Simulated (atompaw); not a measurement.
## What the settings do to the PAW (atompaw) potential of rhodium (Rh)

Base potential:

* Element: Rh
* Generator: atompaw 4.2.0.5
* Type: PAW
* Functional: PBEsol
* Relativity: scalar-relativistic
* Frozen core: [Ar] 3d10 4s2
* Valence charge: 15
* Reference configuration: 4p6 4d8 5s1 5p0
* Partial waves: 5s (bound); 5s channel at 1.15 Ry; 4p (bound); 5p (bound, empty); 4d (bound); 4d channel at 0.3 Ry
* Local potential: troulliermartins scheme with l = 3 at -0.5 Ry, radius 2.35 bohr
* Core correction: smooth core density matched at 2.85 bohr
* Augmentation charge: sinc compensation charge, radius 2.95 bohr; PAW radius 3.00 bohr; waves and projectors: bloechl

Cutoffs, loose and tight: the cutoffs (Ry, on a coarse ladder) from which the occupation-weighted sum of valence levels, in a spherical-Bessel basis at the reference potential, stays within 10 and 1 mRy of its value at 400 Ry. They see the waves, projectors and local potential, not the compensation charge or the core. A dash means not determined.

A true bound ghost makes a file unfit for plane-wave use even where its test errors are small: the radial tests pick states by their node count and pass the ghost by.

```tsv
change	outcome	cutoff, loose	cutoff, tight	bound ghosts
base	generated	35 Ry	50 Ry	s
all radii scaled by about 0.75 (s 2.24, p 1.20, d 2.24 bohr); local potential troulliermartins scheme with l = 3 at -0.5 Ry, radius 1.76 bohr; augmentation sinc compensation charge, radius 2.20 bohr; PAW radius 2.24 bohr; waves and projectors: bloechl; core correction smooth core density matched at 2.12 bohr	generated, no UPF (negative core plus compensation charge)	70 Ry	110 Ry	s
all radii scaled by about 0.82 (s 2.46, p 1.30, d 2.46 bohr); local potential troulliermartins scheme with l = 3 at -0.5 Ry, radius 1.92 bohr; augmentation sinc compensation charge, radius 2.40 bohr; PAW radius 2.46 bohr; waves and projectors: bloechl; core correction smooth core density matched at 2.32 bohr	generated, no UPF (negative core plus compensation charge)	55 Ry	90 Ry	s
all radii scaled by about 0.85 (s 2.56, p 1.36, d 2.56 bohr); local potential troulliermartins scheme with l = 3 at -0.5 Ry, radius 2.00 bohr; augmentation sinc compensation charge, radius 2.52 bohr; PAW radius 2.56 bohr; waves and projectors: bloechl; core correction smooth core density matched at 2.44 bohr	generated, no UPF (negative core plus compensation charge)	50 Ry	80 Ry	s
all radii scaled by about 0.91 (s 2.74, p 1.46, d 2.74 bohr); local potential troulliermartins scheme with l = 3 at -0.5 Ry, radius 2.14 bohr; augmentation sinc compensation charge, radius 2.70 bohr; PAW radius 2.74 bohr; waves and projectors: bloechl; core correction smooth core density matched at 2.60 bohr	generated	40 Ry	70 Ry	s
all radii scaled by about 1.05 (s 3.14, p 1.68, d 3.14 bohr); local potential troulliermartins scheme with l = 3 at -0.5 Ry, radius 2.46 bohr; augmentation sinc compensation charge, radius 3.08 bohr; PAW radius 3.14 bohr; waves and projectors: bloechl; core correction smooth core density matched at 2.98 bohr	generated	30 Ry	45 Ry	s
all radii scaled by about 1.11 (s 3.34, p 1.78, d 3.34 bohr); local potential troulliermartins scheme with l = 3 at -0.5 Ry, radius 2.62 bohr; augmentation sinc compensation charge, radius 3.28 bohr; PAW radius 3.34 bohr; waves and projectors: bloechl; core correction smooth core density matched at 3.18 bohr	generated	25 Ry	30 Ry	none
all radii scaled by about 1.17 (s 3.52, p 1.88, d 3.52 bohr); local potential troulliermartins scheme with l = 3 at -0.5 Ry, radius 2.76 bohr; augmentation sinc compensation charge, radius 3.46 bohr; PAW radius 3.52 bohr; waves and projectors: bloechl; core correction smooth core density matched at 3.34 bohr	generated	21 Ry	30 Ry	none
all radii scaled by about 1.23 (s 3.70, p 1.98, d 3.70 bohr); local potential troulliermartins scheme with l = 3 at -0.5 Ry, radius 2.90 bohr; augmentation sinc compensation charge, radius 3.64 bohr; PAW radius 3.70 bohr; waves and projectors: bloechl; core correction smooth core density matched at 3.52 bohr	generated	21 Ry	25 Ry	none
all radii scaled by about 1.29 (s 3.88, p 2.06, d 3.88 bohr); local potential troulliermartins scheme with l = 3 at -0.5 Ry, radius 3.04 bohr; augmentation sinc compensation charge, radius 3.82 bohr; PAW radius 3.88 bohr; waves and projectors: bloechl; core correction smooth core density matched at 3.68 bohr	generated	18 Ry	21 Ry	none
```

Reading the sweep of the scale of all radii (base = 1) (base included, trends over the rows without a ghost): The loose cutoff falls from 25 Ry at 1.11 to 18 Ry at 1.29. A larger radius leaves more room for a smooth pseudo-wave, so fewer plane waves are needed; a smaller one forces it to follow the all-electron wave where it bends sharply. Bound ghosts are found at 0.75, 0.82, 0.85, 0.91, 1, 1.05.
